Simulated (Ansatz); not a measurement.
Species: BI3, SMILES `IB(I)I` (charge 0, multiplicity 1).

Question: Give a relaxed geometry from Ansatz (a program for electronic structure) with B3LYP-D3(BJ)/def2-TZVP.

Answer: the end point of this relaxation (outside a Z-matrix the atoms follow the SMILES, hydrogens last).
Cartesian coordinates (Å) in one orientation:
```xyz
4

I     -1.812    -1.102     0.135
B      0.000     0.000     0.000
I      1.857    -1.023    -0.137
I     -0.046     2.125     0.002
```
